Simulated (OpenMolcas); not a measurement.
# Computed levels of Tc2+

```json
{"Program": "OpenMolcas 26.06", "Method": "SS-RASPT2, IPEA 0.25 Eh, imaginary shift 0.1 Eh (closed shells correlated: 4s)", "Basis": "ANO-RCC-VQZP [8s7p5d3f2g1h]", "Scalar Hamiltonian": "DKH2, point nucleus", "Active space": "11 electrons in 8 orbitals (RAS1 4p, at most 2 holes; RAS2 4d)", "State averaging": "2S+1 = 6 even, 1 root; 2S+1 = 4 even, 24 roots; 2S+1 = 2 even, 70 roots", "Spin-orbit coupling": "state interaction with AMFI integrals over the reference wave functions, term energies averaged over their components"}
```

With spin-orbit coupling, above the lowest level:

| Configuration | Term | J | E (cm-1) | Term weight % | Second |
| --- | --- | --- | --- | --- | --- |
| 4d5 | 6S | 5/2 | 0.0 | 99 |  |
| 4d5 | 4G | 5/2 | 20160 | 97 | 2 2F(1) |
| 4d5 | 4G | 7/2 | 20310 | 98 |  |
| 4d5 | 4G | 11/2 | 20360 | 99 |  |
| 4d5 | 4G | 9/2 | 20410 | 99 |  |
| 4d5 | 4P | 5/2 | 22460 | 60 | 36 4D |
| 4d5 | 4P | 3/2 | 22780 | 63 | 36 4D |
| 4d5 | 4P | 1/2 | 23290 | 75 | 24 4D |
| 4d5 | 4D | 7/2 | 24300 | 98 |  |
| 4d5 | 4D | 1/2 | 24870 | 76 | 24 4P |
| 4d5 | 4D | 3/2 | 25280 | 63 | 36 4P |
| 4d5 | 4D | 5/2 | 25300 | 62 | 34 4P |
| 4d5 | 2I | 11/2 | 29580 | 95 | 5 2H |
| 4d5 | 2I | 13/2 | 29930 | 100 |  |
| 4d5 | 2D(1) | 5/2 | 31830 | 52 | 35 2F(1) |
| 4d5 | 2D(1) | 3/2 | 32490 | 55 | 45 4F |
| 4d5 | 4F | 9/2 | 33260 | 85 | 13 2G(1) |
| 4d5 | 4F | 7/2 | 33260 | 72 | 16 2F(1) |
| 4d5 | 4F | 5/2 | 33680 | 85 | 10 2F(1) |
| 4d5 | 2F(1) | 7/2 | 34380 | 74 | 20 4F |
| 4d5 | 4F | 3/2 | 34680 | 55 | 45 2D(1) |
| 4d5 | 2H | 9/2 | 35770 | 57 | 33 2G(1) |
| 4d5 | 2F(1) | 5/2 | 36310 | 48 | 42 2D(1) |
| 4d5 | 2G(1) | 7/2 | 36810 | 90 | 6 2F(1) |
| 4d5 | 2H | 11/2 | 37090 | 95 | 5 2I |
| 4d5 | 2G(1) | 9/2 | 37910 | 53 | 42 2H |
| 4d5 | 2F(2) | 5/2 | 39010 | 89 | 4 4F |
| 4d5 | 2F(2) | 7/2 | 39050 | 93 | 5 4F |
| 4d5 | 2S | 1/2 | 42650 | 99 |  |
| 4d5 | 2D(2) | 3/2 | 47700 | 100 |  |
| 4d5 | 2D(2) | 5/2 | 47920 | 97 | 2 2F(2) |
| 4d5 | 2G(2) | 9/2 | 52480 | 100 |  |
| 4d5 | 2G(2) | 7/2 | 52570 | 99 |  |
| 4d5 | 2P | 3/2 | 62710 | 100 |  |
| 4d5 | 2P | 1/2 | 62800 | 99 |  |

Spin-orbit coupling puts the lowest level 167 cm-1 below the lowest spin-free term.

A least-squares Racah fit to the terms below 60000 cm-1, each weighted by 2L + 1 and with a free common offset, gives B = 632 cm-1 and C = 2825 cm-1 (C/B = 4.47), with an rms deviation of 248 cm-1.

CASPT2 does not keep the components of a term degenerate, so their means are used; among the terms shown or strongly mixed into the levels shown the widest spread is 310 cm-1 (4d5 2F(2)). Active for correlation alone: 4p; no level in the range computed is led by a configuration that opens it, so any true level of that kind is missing. The CASPT2 spread within a term exceeds the gap to the next term for 4d5 2G(1) and 4d5 2H, so the order of their levels is uncertain, and so are names and mixing where such terms share a J. Only configurations of the active space appear. The first state left out of the spin-orbit step lies near 79000 cm-1 above the lowest spin-free state of the reference (among the parities and spins computed), and the list stops at four fifths of that energy or lower.

The CASPT2 steps took 88 s on 1 thread of Intel(R) Xeon(R) 6975P-C (Granite Rapids), with other jobs on the host; the integral step is not counted.

The term weight is that of the spin-free term in the level, not the purity of its configuration. A number in round brackets counts repeated terms of one configuration in the order of the reference energies.
